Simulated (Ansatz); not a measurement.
Reaction (silylene loss): `CO[SiH2][SiH3]` → `CO[SiH3]` + `[SiH2]`

Gas-phase electronic energies from Ansatz, PBE0-D4/def2-TZVP geometries. CBS: MP2 limit from def2 TZ/QZ plus the TZ coupled-cluster correction, frozen cores. This one scheme is used for every species. Functionals use def2-TZVPP. B3LYP here is the variant with VWN-RPA as its local correlation; programs differ in this. HSE06 is defined as in plane-wave codes. Each species was taken in one conformer, which may not be the lowest.

`CO[SiH2][SiH3]`:

Cartesian coordinates in Å:
```
C -0.225 -1.839 1.347
O -0.149 -1.016 0.206
Si 0.109 0.608 0.308
Si 0.137 1.435 -1.878
H -0.401 -2.865 1.019
H -1.049 -1.537 2.004
H 0.708 -1.812 1.923
H -0.965 1.257 1.119
H 1.399 0.887 1.009
H 0.368 2.906 -1.840
H -1.161 1.174 -2.554
H 1.229 0.802 -2.665
```

`CO[SiH3]`:

Z-matrix (Å, degrees):
```
C
O 1 1.408
H 1 1.091 2 108.3
H 1 1.096 2 111.5 3 119.2
H 1 1.096 2 111.5 3 -119.2
Si 2 1.642 1 122.4 3 -179.7
H 6 1.481 2 106.5 1 179.8
H 6 1.490 2 110.9 1 59.7
H 6 1.490 2 110.9 1 -60.1
```

`[SiH2]`:

```xyz
3

Si   -0.190   -0.642   -0.241
H     1.140    0.013    0.119
H    -0.950    0.629    0.123
```

| level | ΔE (kJ/mol) | difference from CCSD(T)/CBS |
| --- | --- | --- |
| LDA (SPW92) | 272.7 | 40.3 |
| PBE-D4 | 248.5 | 16.1 |
| revPBE-D4 | 241.9 | 9.5 |
| BLYP-D4 | 222.4 | -10.0 |
| r2SCAN-D4 | 256.9 | 24.5 |
| PBE0-D4 | 253.1 | 20.7 |
| B3LYP-D4 | 230.2 | -2.2 |
| r2SCANh-D4 | 256.8 | 24.4 |
| r2SCAN0-D4 | 256.8 | 24.4 |
| HSE06-D4 | 252.9 | 20.5 |
| BHLYP-D4 | 235.9 | 3.5 |
| ωB97X-V | 244.6 | 12.2 |
| ωB97M-V | 224.6 | -7.8 |
| B2PLYP | 226.2 | -6.2 |
| PBE-QIDH | 250.5 | 18.1 |
| PBE | 241.1 | 8.7 |
| revPBE | 226.6 | -5.8 |
| BLYP | 207.6 | -24.8 |
| r2SCAN | 254.8 | 22.4 |
| PBE0 | 246.6 | 14.2 |
| B3LYP | 218.3 | -14.1 |
| r2SCANh | 254.6 | 22.2 |
| r2SCAN0 | 254.4 | 22.0 |
| HSE06 | 246.6 | 14.2 |
| BHLYP | 225.0 | -7.4 |
| CAM-B3LYP | 227.8 | -4.6 |
| LC-ωPBE | 254.1 | 21.7 |
| RPA@PBE/def2-TZVPP | 206.2 | -26.2 |
| HF/def2-SVP | 203.0 | -29.4 |
| CCSD(T)/def2-SVP | 214.8 | -17.6 |
| HF/def2-TZVPP | 206.3 | -26.1 |
| MP2/def2-TZVPP | 238.9 | 6.5 |
| CCSD/def2-TZVPP | 220.5 | -11.9 |
| CCSD(T)/def2-TZVPP | 225.6 | -6.8 |
| HF/def2-QZVPP | 206.4 | -26.0 |
| MP2/def2-QZVPP | 242.8 | 10.4 |
| SCS-MP2/def2-QZVPP | 230.7 | -1.7 |
| HF/CBS(def2) | 206.4 | -26.0 |
| MP2/CBS(def2) | 245.7 | 13.3 |
| CCSD/CBS(def2) | 227.3 | -5.1 |
| CCSD(T)/CBS | 232.4 | 0 |

Largest T1 diagnostic among the species: 0.014.

From BLYP to BHLYP (50 % exact exchange), in def2-TZVPP and without D4, ΔE moves by +17.4 kJ/mol. The D4 term adds +11.9 kJ/mol with B3LYP and +6.6 kJ/mol with PBE0; it sums over pairs of atoms, weighted by their polarisabilities, and B3LYP, whose exchange is more repulsive, gets the larger term.
